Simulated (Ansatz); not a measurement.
Z-matrix (Å, degrees):
```
C
Si 1 1.868
H 1 1.094 2 110.7
H 1 1.093 2 110.5 3 -119.7
H 1 1.093 2 111.3 3 120.1
N 2 1.745 1 111.7 3 176.9
C 2 1.870 1 110.9 3 -57.4
H 2 1.493 1 108.0 3 60.0
Si 6 1.736 2 116.5 1 68.7
Si 6 1.747 2 117.9 1 -117.6
H 7 1.093 2 110.5 1 177.8
H 7 1.093 2 111.8 1 -61.5
H 7 1.094 2 110.3 1 58.5
C 9 1.870 6 112.4 2 108.0
C 9 1.869 6 113.7 2 -125.4
H 9 1.495 6 105.5 2 -8.5
C 10 1.873 6 109.8 2 -64.1
C 10 1.874 6 111.1 2 176.0
C 10 1.872 6 110.2 2 57.2
H 14 1.093 9 110.4 6 -56.0
H 14 1.094 9 110.6 6 -175.5
H 14 1.093 9 112.1 6 64.3
H 15 1.093 9 110.8 6 47.9
H 15 1.091 9 112.6 6 -73.5
H 15 1.094 9 109.4 6 166.7
H 17 1.094 10 111.2 6 179.0
H 17 1.094 10 110.6 6 -61.1
H 17 1.093 10 111.3 6 58.8
H 18 1.092 10 111.9 6 -68.1
H 18 1.092 10 113.5 6 54.9
H 18 1.094 10 108.2 6 173.8
H 19 1.092 10 112.1 6 -61.6
H 19 1.094 10 110.4 6 178.2
H 19 1.093 10 110.6 6 59.0
```

Total charge 0; spin multiplicity 1.

Problem. List the CAM-B3LYP/def2-TZVPP orbital energies in eV (the Gaussian-basis code of Ansatz). (Estimate.)

Solution. Ansatz gave: Occupied: -1800.67, -1800.62, -1800.54, -390.20, -278.06, -278.05, -278.03, -277.99, -277.97, -277.88, -277.87, -145.18, -145.13, -145.04, -100.53, -100.51, -100.48, -100.48, -100.46, -100.43, -100.40, -100.37, -100.35, -24.57, -21.59, -21.42, -21.17, -20.73, -20.63, -20.60, -20.54, -15.90, -15.53, -13.96, -13.60, -13.19, -13.14, -12.98, -12.94, -12.87, -12.80, -12.78, -12.55, -12.42, -12.37, -12.30, -12.20, -12.05, -11.29, -11.20, -10.93, -10.05, -9.97, -9.89, -9.87, -9.67, -8.27. Lowest empty: 1.54, 2.10, 2.14, 2.22, 2.55, 2.64, 2.97, 3.05.
